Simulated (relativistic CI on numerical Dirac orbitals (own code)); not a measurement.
# Co2+ in a cubic cluster: 2p photoemission with charge transfer

Computed with a charge-transfer multiplet model of a cubic metal-ligand cluster with up to 2 ligand holes, Slater and spin-orbit integrals from Dirac-Coulomb-Breit ions, Slater integrals scaled by 0.7. The ground state mixes d7 with configurations of k ligand holes L, whose averages lie at kΔ + k(k − 1)U_dd/2; a core hole lowers each added d electron by U_cd. 300 K, Lorentzian 0.6 eV and Gaussian 0.8 eV FWHM.

Atomic integrals in eV (Slater integrals scaled, ζ unscaled), ground: F2dd 8.079, F4dd 5.014, zeta_d 0.063; with the core hole: F2dd 9.358, F4dd 5.849, zeta_d 0.093, zeta_core 9.664, F2cd 5.552, G1cd 4.214, G3cd 2.396.

Cluster parameters (eV): Δ = 5.7, U_dd = 5.8, 10Dq = 1.25, 10Dq(ligand) = 1, V(eg) = 1.7, V(t2g) = -0.72, final-state hopping factor = 1.

```tsv
Case	n_d	d7	d8L	d9L2	S
U_cd = 5.3 eV	7.10	0.90	0.10	0.00	1.49
U_cd = 5.9 eV	7.10	0.90	0.10	0.00	1.49
U_cd = 6.5 eV	7.10	0.90	0.10	0.00	1.49
U_cd = 7.1 eV	7.10	0.90	0.10	0.00	1.49
U_cd = 7.7 eV	7.10	0.90	0.10	0.00	1.49
```

Weights, n_d and S are thermal averages at 300 K. Binding energies count from the first peak over 30 % of the highest in each spectrum, which can be another peak from case to case. The parameters are a model scan and need not match a compound or its usual spin state. Peaks in eV (height, largest 100):
- U_cd = 5.3 eV: 0.0 (100), 16.3 (71), 20.9 (10)
- U_cd = 5.9 eV: 0.0 (100), 5.5 (26), 16.2 (70), 20.8 (14)
- U_cd = 6.5 eV: 0.0 (100), 5.4 (34), 16.2 (69), 20.8 (19)
- U_cd = 7.1 eV: 0.0 (100), 3.5 (37), 5.3 (44), 16.1 (68), 20.8 (26)
- U_cd = 7.7 eV: 0.0 (100), 5.1 (56), 16.0 (66), 20.8 (35)

For the case U_cd = 7.1 eV, Δ = 5.7 eV is smaller than U_dd = 5.8 eV, the charge-transfer side of the Zaanen-Sawatzky-Allen scheme. With the core hole the configuration with one ligand hole lies at Δ − U_cd = 0.4, -0.2, -0.8, -1.4, -2.0 eV from the one without, in the order of the table; where this is negative the screened configuration lies lower, though the effective hopping of about 2.4 eV (from the holes of the mixed ground state) mixes the two strongly wherever it is as large as the gap.
